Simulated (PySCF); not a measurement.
B3LYP has the VWN-RPA correlation part, as in Gaussian. Excitations are Tamm–Dancoff values on a coarser integration grid. The basis has no diffuse functions, so Rydberg states are missing or too high.

Cartesian coordinates (Å):
SMILES: O=C[SeH]
```xyz
5

O     -1.6288     0.6855     0.2637
C     -0.6417     0.1027    -0.0604
Se     1.1051     0.4589     0.7236
H     -0.6154    -0.6884    -0.8287
H      1.7809    -0.5587    -0.0983
```
Charge 0, spin multiplicity 1.

### Question
What S1 excitation (TDA), T1 excitation (TDA) and total energy does PySCF with B3LYP-D3(BJ)/def2-TZVP give?

### Answer

The S1 excitation (TDA) is 4.48 eV. The T1 excitation (TDA) is 3.93 eV and the total energy is -2516.1633 Ha.
